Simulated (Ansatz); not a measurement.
Cost and result for the atomization energy of `C/C=N\[SiH3]` (11 atoms, 10 bonds).

```xyz
11

C     0.2992   -0.9511   -1.2397
C     0.5677    0.4795   -0.8984
N     0.2629    1.1085    0.1479
Si   -0.5599    0.6412    1.5954
H    -0.2863   -1.0042   -2.1631
H     1.2447   -1.4639   -1.4430
H    -0.2318   -1.4757   -0.4459
H     1.1049    1.0312   -1.6859
H    -1.0266   -0.7769    1.6820
H    -1.7462    1.5237    1.7260
H     0.3714    0.8877    2.7245
```

Total charge 0; spin multiplicity 1. Geometry: relaxed with PBE0-D4/def2-TZVP. Program: Ansatz. All runs use 2 threads of an Intel Xeon on a shared host. Times are those of one run each, without the atoms' runs, and a repeat can differ threefold. Electronic energies, without spin–orbit coupling; frozen cores. CCSD(T)/CBS adds CCSD(T) − MP2 in def2-TZVPP to the MP2 limit, and its time is that of the two runs behind it. T1 = 0.013. B3LYP takes the VWN-RPA correlation (the form of Gaussian; ORCA's B3LYP/G).

CCSD(T)/CBS is a level of theory with its own doubt, some kJ/mol a heavy atom from the limit and from the frozen cores, so smaller differences don't rank the functionals.

| level | functions | wall time |
| --- | --- | --- |
| LDA (SPW92)/def2-TZVPP | 233 | 1.6 s |
| PBE-D4/def2-TZVPP (with forces) | 233 | 3.2 s |
| BHLYP-D4/def2-TZVPP | 233 | 3.3 s |
| CCSD(T)/def2-SVP | 95 | 3.5 s |
| CAM-B3LYP-D4/def2-TZVPP | 233 | 3.9 s |
| B3LYP-D4/def2-TZVPP (with forces) | 233 | 5 s |
| r2SCAN-D4/def2-TZVPP (with forces) | 233 | 5.5 s |
| B2PLYP/def2-TZVPP | 233 | 6 s |
| ωB97X-V/def2-TZVPP | 233 | 8.5 s |
| ωB97M-V/def2-TZVPP (with forces) | 233 | 11 s |
| MP2/def2-QZVPP | 451 | 23 s |
| CCSD(T)/def2-TZVPP | 233 | 3.3 min |
| CCSD(T)/CBS(def2) | – | 3.7 min |

**Question.** What atomization energy does each give, and how far from CCSD(T)/CBS? (Best estimate.)

**Answer.** Computed: 
| level | atomization (kJ/mol) | difference from CCSD(T)/CBS | per bond |
| --- | --- | --- | --- |
| LDA (SPW92)/def2-TZVPP | 4529.7 | 529.4 | 52.9 |
| PBE-D4/def2-TZVPP (with forces) | 4066.6 | 66.3 | 6.6 |
| BHLYP-D4/def2-TZVPP | 3920.0 | -80.3 | -8.0 |
| CCSD(T)/def2-SVP | 3780.1 | -220.2 | -22.0 |
| CAM-B3LYP-D4/def2-TZVPP | 4032.6 | 32.3 | 3.2 |
| B3LYP-D4/def2-TZVPP (with forces) | 4023.8 | 23.5 | 2.3 |
| r2SCAN-D4/def2-TZVPP (with forces) | 3999.9 | -0.4 | 0.0 |
| B2PLYP/def2-TZVPP | 3970.9 | -29.4 | -2.9 |
| ωB97X-V/def2-TZVPP | 4021.3 | 21.0 | 2.1 |
| ωB97M-V/def2-TZVPP (with forces) | 4017.1 | 16.8 | 1.7 |
| MP2/def2-QZVPP | 3986.4 | -13.9 | -1.4 |
| CCSD(T)/def2-TZVPP | 3897.2 | -103.1 | -10.3 |
| CCSD(T)/CBS(def2) | 4000.3 | 0.0 | 0.0 |

At CCSD(T), def2-SVP lies −220.2 kJ/mol from the extrapolated value and def2-TZVPP −103.1 kJ/mol: correlation converges slowly with the basis, and small sets miss more of it in the bonded molecule than in its fragments. In def2-TZVPP, CCSD(T) changes the Hartree–Fock value by +968.9 kJ/mol (the triples alone add +53.7 kJ/mol) and MP2 by +996.5 kJ/mol; breaking electron pairs costs correlation energy, which Hartree–Fock lacks. Leaving LDA and LC-ωPBE aside and taking each functional with its dispersion term where it has one, the values spread over 146.6 kJ/mol, from BHLYP-D4 to PBE-D4. LDA lies +482.7 kJ/mol from PBE without D4, its usual overbinding.
